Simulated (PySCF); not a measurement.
```xyz
3
charge -1 multiplicity 1, angstrom
Ag    0.0000    0.0000    0.0000
F     2.0230    0.0000    0.0000
F    -2.0230    0.0000    0.0000
```

Computed with PBE0 in PySCF with Ag def2-TZVPD with ECP28, F def2-TZVPD; scalar-relativistic core potentials, no spin–orbit coupling; density-fitted integrals.

This geometry of AgF₂⁻ is a stationary point at this level.

(1) What is the point group?

(2) Is it a minimum?

(3) Give the atomic charges and bond orders.

(4) Give the ideal-gas entropy at 298.15 K and 1 bar by parts.

Results:

(1) D∞h.

(2) Yes: all harmonic wavenumbers are real.

(3) 
```tsv
atom	Mulliken	Löwdin	polar tensor	Mayer order to Ag1
Ag1	0.52	0.62	0.53	–
F2,3	-0.76	-0.81	-0.77	0.33
```

(4) translation 170.9, rotation 65.4, vibration 30.0, spin 0.0; total 266.3 J/(mol K).

Only a few start shapes were tried, so a lower isomer may exist. The lowest empty level of this anion is unbound, so it and the gap depend on the basis.
